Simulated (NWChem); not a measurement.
# C3H9In; SMILES [CH3][In]([CH3])[CH3]

Program: NWChem. def2 effective core potentials on In; no spin-orbit coupling. Each level has its own optimisation.

For level LDA (Slater exchange, VWN5)/def2-SVP (core potentials):

```yaml
r C–In (Å): 2.151
```

**Question.** Estimate the same quantities for level Hartree-Fock/STO-3G (all-electron, non-relativistic).

**Answer.** The r C–In (Å) is 2.092.
